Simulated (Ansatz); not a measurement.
Relaxation of Cl3F3HMo (8 atoms, charge 0, multiplicity 2), to a largest force component of 0.03 eV/Å in at most 50 steps.

All numbers below come from UKS PBE/def2-SVP (Ansatz).

```xyz
8
Properties=species:S:1:pos:R:3
Mo -0.046 0.000 -0.048
Cl 0.023 0.000 2.260
F 1.817 0.000 -0.056
F -0.008 1.853 -0.055
Cl -2.336 0.000 -0.042
F -0.008 -1.853 -0.055
Cl 0.016 0.000 -2.357
H 0.000 0.000 4.834
```

Problem. Where does it end, and by what steps?

Solution. It converged. The force dipped under the threshold on the way, but the program's further checks kept it going. After 7 steps the energy has fallen by 0.035 eV; H8 moved furthest, 0.83 Å.

```csv
step,energy less start (eV),largest force component (eV/Å),accepted
0,0.0000,0.124,yes
1,-0.0056,0.105,yes
2,-0.0202,0.109,yes
3,-0.0296,0.073,yes
4,-0.0330,0.020,yes
5,-0.0345,0.025,yes
6,-0.0348,0.003,yes
7,-0.0349,0.008,yes
```

```xyz
8
Properties=species:S:1:pos:R:3
Mo -0.036 0.000 -0.169
Cl 0.062 0.000 2.136
F 1.825 0.000 -0.199
F 0.000 1.853 -0.170
Cl -2.331 0.000 -0.132
F 0.000 -1.853 -0.170
Cl -0.015 0.000 -2.476
H -0.044 0.000 5.660
```

Whether the end is a true minimum wasn't checked by a vibrational analysis.

Run time: 71 s on 4 threads of Arm Neoverse V1, on a shared host, peak memory 0.4 GiB.
